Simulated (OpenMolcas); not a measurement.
## Levels of Ni+ by method

```
Program             : OpenMolcas 26.06
Basis               : ANO-R1 [5s4p2d1f]
Scalar Hamiltonian  : X2C, finite nucleus
Active space        : 9 electrons in 6 orbitals (3d 4s)
State averaging     : 2S+1 = 2 even, 29 roots; 2S+1 = 4 even, 10 roots kept (CI in the orbitals of an earlier block)
Spin-orbit coupling : state interaction with AMFI integrals over the reference wave functions, term energies averaged over their components
```

Methods on the same reference wave functions:
A. CASSCF
B. SS-CASPT2, IPEA 0.25 Eh, imaginary shift 0.1 Eh (closed shells correlated: 3s 3p)
C. MS-CASPT2, IPEA 0.25 Eh, imaginary shift 0.1 Eh (closed shells correlated: 3s 3p)

Energies in cm⁻¹ above 3d⁹ ²D_5/2, the measured ground level; measured values from NIST Handbook of Basic Atomic Spectroscopic Data.

```
        Level       A      B      C  Measured
3d⁸ 4s ⁴F_9/2  -24385   3160   3670      8394
3d⁸ 4s ⁴F_7/2  -23470   4060   4570      9330
3d⁸ 4s ⁴F_5/2  -22701   4840   5350     10116
3d⁸ 4s ⁴F_3/2  -22155   5380   5890     10664
3d⁸ 4s ²F_7/2  -18884   7780   8290     13550
3d⁸ 4s ²F_5/2  -17435   9200   9720     14996
3d⁸ 4s ²D_5/2   -6324  17750  18710          
3d⁸ 4s ²D_3/2   -6040  17890  18890          
3d⁸ 4s ⁴P_5/2   -4022  20930  21490          
3d⁸ 4s ⁴P_3/2   -3885  21210  21730     24788
3d⁸ 4s ⁴P_1/2   -3638  21490  21990     24836
   3d⁹ ²D_5/2     0.0    0.0    0.0       0.0
3d⁸ 4s ²P_3/2     811  24890  25410     29071
3d⁸ 4s ²P_1/2    1353  25430  25940     29593
   3d⁹ ²D_3/2    1619   1614   1613      1507
3d⁸ 4s ²G_9/2    3113  28600  29110     32500
3d⁸ 4s ²G_7/2    3115  28600  29110     32524
```

A puts 3d⁸ 4s ⁴F_9/2 lowest.

Deviations, from unrounded energies. A percentage is the sum of absolute deviations over the sum of measured energies, with the sign that they share, or ± where signs differ.

| Against measurement | Levels | A | B | C |
| --- | --- | --- | --- | --- |
| mean absolute deviation (cm-1) | 13 | 28000 | 4300 | 3800 |
| fine structure of the ground term (%) | 1 | +7.4 | +7.1 | +7.1 |
| other configurations (%) | 12 | -153.3 | -23.2 | -20.6 |

C lies closest to measurement on these levels and A furthest from it. The largest miss of C in the table is 3d⁸ 4s ²F_5/2, by -5300 cm-1. The ranking rests on the paired levels alone, and a cruder setting can come out closer through cancelling errors.

Between B and C the level of the table that moves most is 3d⁸ 4s ²D_3/2, by 1000 cm-1 (lowest in B, highest in C). Moves below CASPT2's spread within the term are not significant.

The mean deviations of B to C differ by less than CASPT2's widest spread within a term (1200 cm-1), so their order carries little weight.

The lowest spin-free term lies below A's lowest term by 0.501 hartree in B, 0.503 hartree in C.

Term energies are means over components that CASPT2 splits; among the terms shown or strongly mixed into the levels shown the widest spread is 1200 cm-1 (3d⁸ 4s ⁴F, C). Terms from blocks run as CI alone lack orbitals of their own. A single d shell beside an s shell can misplace configurations of different d count against each other. Without dynamic correlation excited terms often stand tens of per cent too high (terms of higher spin than the ground term too low), and those without a measured partner can miss by more than the paired ones (holds for A). The lowest computed level is not the ground level that NIST lists (2D5/2) (holds for A). Some levels mix across a computed gap that differs much from the measured one, so their mixing is not that of the real levels (holds for C). Computed and measured levels are paired by configuration, term and J; levels that our copy of the source lacks, or whose pairing is in doubt (as where it misses far off the trend of its configuration), stay unpaired and out of the deviations. Levels of configurations outside the active space are missing.
